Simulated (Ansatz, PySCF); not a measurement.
Species: C₃H₉FSi (charge 0, singlet). 
Coordinates optimised at B3LYP-D3(BJ)/def2-TZVP (Ansatz, a program for electronic structure):
```
Si
F 1 1.6195
C 1 1.8648 2 107.27
H 3 1.0920 1 111.14 2 60.14
H 3 1.0920 4 107.97 1 122.14
H 3 1.0929 4 107.84 5 116.27
C 1 1.8648 2 107.27 3 -120.00
H 7 1.0920 1 111.14 2 -60.14
H 7 1.0920 8 107.97 1 -122.14
H 7 1.0929 8 107.84 9 -116.27
C 1 1.8648 2 107.27 7 -120.00
H 11 1.0920 1 111.14 2 60.14
H 11 1.0920 12 107.97 1 122.14
H 11 1.0929 12 107.84 13 116.27
```

Dipole moments at this geometry, in debye (magnitudes).

| level | program | dipole (D) |
|---|---|---|
| SVWN5/def2-TZVPD | Ansatz | 1.86 |
| PBE/def2-TZVPD | PySCF | 1.79 |
| BLYP/def2-TZVPD | Ansatz | 1.77 |
| revPBE/def2-TZVPD | Ansatz | 1.77 |
| r2SCAN/def2-TZVPD | Ansatz | 1.81 |
| B97M-V/def2-TZVPD | Ansatz | 1.81 |
| r2SCANh/def2-TZVPD | Ansatz | 1.84 |
| r2SCAN0/def2-TZVPD | Ansatz | ___ |
| M06-2X/def2-TZVPD | PySCF | 1.87 |
| CAM-B3LYP/def2-TZVPD | Ansatz | 1.88 |
| LC-wPBE/def2-TZVPD | Ansatz | 1.90 |
| wB97M-V/def2-TZVPD | Ansatz | 1.83 |
| CCSD(T)/aug-cc-pV(D+d)Z | Ansatz | ___ |

Q: What belongs in the gaps?

A: 
- r2SCAN0/def2-TZVPD, dipole (D): 1.87
- CCSD(T)/aug-cc-pV(D+d)Z, dipole (D): 1.81
